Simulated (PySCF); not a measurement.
# Computed properties of Sn(H)2(F)(Me) (CH5FSn), SMILES [CH3][SnH2][F]

Sn(H)2(F)(Me) (CH5FSn), SMILES [SnH2]([CH3])[F]. Geometry: B3LYP-D3(BJ)/def2-SVP. The def2 effective core potentials stand for the cores of Sn; spin–orbit coupling is left out. Other conformers were not sampled. All values are computed for the isolated molecule unless a solvent is named; none is compared with measurement here.

**Structure.** The optimised structure has Cs symmetry. All 18 harmonic modes at B3LYP-D3(BJ)/def2-SVP (PySCF) are real, so it is a minimum. With heavy atoms numbered as in [SnH2:1]([CH3:2])[F:3], the shortest bond between them is Sn1–F3 at 1.957 Å and the longest Sn1–C2 at 2.154 Å.

**Vibrations.** The strongest infrared lines (harmonic, unscaled, degenerate partners summed) lie at 1910 cm⁻¹ (209 km/mol, H 99 %), 1900 cm⁻¹ (119 km/mol, H 100 %), 611 cm⁻¹ (106 km/mol, F 72 %, H 14 %, Sn 14 %). The softest mode is at 51 cm⁻¹ and the zero-point energy is 32.0 kcal/mol.

**Electronic structure.** M06-2X/def2-TZVPD (PySCF) places the frontier levels at -9.85 and -0.03 eV, a gap of 9.82 eV, and gives a dipole moment of 3.21 D and a mean polarisability of 53.3 bohr³.

**Excitations.** TDA-PBE0/def2-SVPD (PySCF) has S1 at 6.82 eV (182 nm, f = 0.002, dark); the most intense of the 10 singlets computed lies at 7.96 eV (f = 0.44). T1 (TDA) is at 6.41 eV, 0.41 eV under S1. No vertical singlet excitation falls in the visible range (under 3.1 eV).
